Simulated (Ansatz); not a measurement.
Basis-set extrapolation for Cl₂FH₅N₂Si₂ (`N[SiH](F)[Si](N)(Cl)Cl`) (PBE0-D4/def2-TZVP geometry, frozen core, Ansatz 0.2.0). Multiplicity 1, RHF reference.

```tsv
	def2-TZVPP	def2-QZVPP
HF	-1708.516727	-1708.570910
MP2 correlation	-1.284314	-1.399810
CCSD(T) correlation	-1.395631	not run
```

Energies in hartree. Use E(X) = E(∞) + A·exp(−7.88·√X) for Hartree–Fock and E(X) = E(∞) + B·X^(−2.97) for correlation, with X = 3 and 4, and add CCSD(T) minus MP2 of the smaller set to the MP2 limit.

**Question.** What is the CCSD(T) energy at the basis-set limit?

**Answer.** HF limit: -1708.570910 + (-0.054183) × 0.13774 = -1708.57837. MP2 limit: -1.399810 + (-0.115496) × 0.74074 = -1.48536. Higher-order term: -1.395631 − (-1.284314) = -0.11132. Total: -1710.17505 hartree, 7.15 eV below CCSD(T)/def2-TZVPP.
